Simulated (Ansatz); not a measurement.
Abridged output of a molecular run in Ansatz:

```
Functional definition: HF
1604 factors; integrals over basis functions are off by at most 9.4e-4 eV
mean field evaluation 1: about -22528.8057 eV, gradient 3.3e1 eV
mean field evaluation 2: about -22529.0985 eV, gradient 3.3e1 eV
mean field evaluation 4: about -22532.1998 eV, gradient 4.9e0 eV
mean field evaluation 8: about -22532.2904 eV, gradient 2.7e-1 eV
mean field -22532.29089148 eV, -828.0464173265 hartree, gradient 3.9e-6 eV, S^2 0.000000; 0 other end points of the search recorded, 0 dependent functions left out
13 core orbitals not correlated: weight in the atoms' cores, before any rotation towards them, 1.000 or more for the frozen orbitals, at most 0.000 for the correlated occupied ones
reference -22532.29089148 eV, -828.0464173265 hartree; 15, 15 occupied and 247, 247 virtual orbitals, 1604 factors
second order -22.04742562 eV of doubles, -0.00000000 eV of singles
cycle   1  -22.96119897 eV  change   -9.1e-1 eV  update   1.1e-1
cycle   2  -23.61092065 eV  change   -6.5e-1 eV  update   3.5e-2
cycle   3  -23.75643229 eV  change   -1.5e-1 eV  update   2.0e-2
cycle   4  -23.74192048 eV  change    1.5e-2 eV  update   5.6e-3
cycle   5  -23.74099158 eV  change    9.3e-4 eV  update   2.7e-3
cycle   6  -23.74131654 eV  change   -3.2e-4 eV  update   8.2e-4
cycle   7  -23.74091550 eV  change    4.0e-4 eV  update   3.1e-4
cycle   8  -23.74098890 eV  change   -7.3e-5 eV  update   9.8e-5
cycle   9  -23.74104021 eV  change   -5.1e-5 eV  update   3.6e-5
cycle  10  -23.74102644 eV  change    1.4e-5 eV  update   1.4e-5
perturbative correction -0.95754899 eV, -0.0351892762 hartree
Total energy: -22556.98946691 eV, -828.9540732322 hartree
```

Its atoms:

```xyz
12

Si    0.2599   -2.4002   -0.2295
B     0.6183   -0.4109   -0.1381
O    -0.4109    0.4490   -0.2652
C    -0.2229    1.8467   -0.1780
S    -0.5958    2.5120    1.4506
H     0.7140   -3.0495    1.0338
H    -1.1755   -2.7318   -0.4404
H     1.0506   -3.0052   -1.3401
H     1.7279    0.0375    0.0165
H     0.8210    2.1094   -0.3690
H    -0.8620    2.3122   -0.9268
H    -1.9247    2.3308    1.3862
```

(1) Which basis set was used?
A. def2-SVP
B. cc-pV(D+d)Z
C. def2-TZVPP
D. def2-SVPD

(2) Write the keys of the input that set method, charge and spin (a neutral closed shell needs none for the last two).

Results:

(1) C. It gives 275 functions.

(2) 
```yaml
correlation: {method: ccsd_t}
```
